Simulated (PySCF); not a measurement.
Geometries of 2 isomers of C3H4AlFO2, from PySCF, PBE0-D3(BJ)/def2-SVP geometry optimisation, gas phase. One conformer each, no zero-point energy, no frequencies.

Question: Which isomer lies lower at this level?
A.
```xyz
11
angstrom
F     -2.009   -1.755   -0.380
C     -1.013   -0.921   -0.193
C     -1.327    0.446   -0.177
C     -0.319    1.383    0.023
O      0.913    1.131    0.198
Al     1.749   -0.530    0.229
O      0.107   -1.440   -0.047
H     -2.358    0.760   -0.320
H     -0.597    2.450    0.033
H      2.632   -0.704   -1.075
H      2.248   -0.850    1.698
```
B.
```xyz
11
angstrom
F     -2.543   -0.126    1.269
Al    -1.770   -0.072   -0.212
O     -0.454   -1.372   -0.190
C      0.785   -1.190    0.015
C      1.410    0.049    0.162
C      0.686    1.240    0.063
O     -0.562    1.330   -0.138
H     -2.619   -0.080   -1.534
H      1.400   -2.105    0.068
H      2.486    0.089    0.332
H      1.227    2.197    0.155
```

Answer: B. That is `[F][Al@@H-]1[O]C=CC=[O+]1`, 45.7 kcal/mol below the other.

| SMILES | atoms numbered as above | E (Eh) | relative (kcal/mol) | relative (kJ/mol) | dipole (D) |
| --- | --- | --- | --- | --- | --- |
| [F][Al@@H-]1[O]C=CC=[O+]1 | [F:1][Al@@H-:2]1[O:3][CH:4]=[CH:5][CH:6]=[O+:7]1 | -608.74809 | 0.0 | 0.0 | 5.15 |
| FC1=CC=[O+][AlH2-][O]1 | [F:1][C:2]1=[CH:3][CH:4]=[O+:5][AlH2-:6][O:7]1 | -608.67523 | 45.7 | 191.3 | 3.50 |
